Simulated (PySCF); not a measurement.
CCl3F, SMILES C(Cl)(Cl)(Cl)F.

Geometry: B3LYP-D3(BJ)/def2-SVP.

Two levels are set side by side: PBE/def2-TZVP (PySCF) and M06-2X/def2-TZVP (PySCF). Same geometry, gas phase. Differences are taken from unrounded values.

```tsv
quantity	M06-2X	PBE	PBE minus M06-2X
orbital gap (eV)	10.20	5.20	-5.01
highest occupied level (eV)	-10.57	-7.67	2.90
lowest empty level (eV)	-0.36	-2.47	-2.11
dipole moment (D)	0.38	0.23	-0.14
mean polarisability (bohr³)	49.0	50.6	1.6
```

Without exact exchange PBE keeps part of each electron's self-repulsion, which lifts occupied levels and narrows the gap. Loosely held outer electrons make PBE densities more polarisable. Differences between two approximate levels are no errors against the true value.

Rough cost on one machine, each run with all the roots and properties that it gave: M06-2X against PBE about 4 times.
